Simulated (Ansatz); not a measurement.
Start from `[CH3][Sn][NH2]` and change one atom or group to get `[NH2][Sn][Cl]`.

Ansatz, PBE0-D4/def2-TZVP geometries, multiplicity 1. Each molecule was computed in one conformer, which needn't be the lowest.

Elements past krypton have def2 core potentials.

| property | `[CH3][Sn][NH2]` |
| --- | --- |
| HOMO–LUMO gap (ωB97M-V/def2-TZVPP) / eV | 8.28 |
| LUMO energy (PBE/def2-TZVPP) / eV | -2.36 |
| HOMO energy (B3LYP/def2-TZVPP) / eV | -6.00 |
| size of the dipole moment (ωB97M-V/def2-TZVPP) / D | 0.55 |
| HOMO energy (PBE0/def2-TZVPP) / eV | -6.16 |
| LUMO energy (ωB97M-V/def2-TZVPP) / eV | 0.03 |

Q: What does the change do to each property? (Best estimate.)

A: The calculation gave: 
```csv
property,`[NH2][Sn][Cl]`,shift
HOMO–LUMO gap (ωB97M-V/def2-TZVPP) / eV,9.25,0.97
LUMO energy (PBE/def2-TZVPP) / eV,-2.74,-0.38
HOMO energy (B3LYP/def2-TZVPP) / eV,-7.35,-1.35
size of the dipole moment (ωB97M-V/def2-TZVPP) / D,3.19,2.64
HOMO energy (PBE0/def2-TZVPP) / eV,-7.51,-1.35
LUMO energy (ωB97M-V/def2-TZVPP) / eV,-0.35,-0.38
```

With PBE0 the HOMO falls by 1.35 eV and the LUMO falls by 0.42 eV, so the gap widens by about 0.93 eV. PBE moves the HOMO by -1.17 eV and ωB97M-V by -1.36 eV. The zero-point energy changes by -89.2 kJ/mol with -9 modes. Dipoles are sizes alone; their direction can turn.

B3LYP here is the variant with VWN-RPA as its local correlation; programs differ in this.
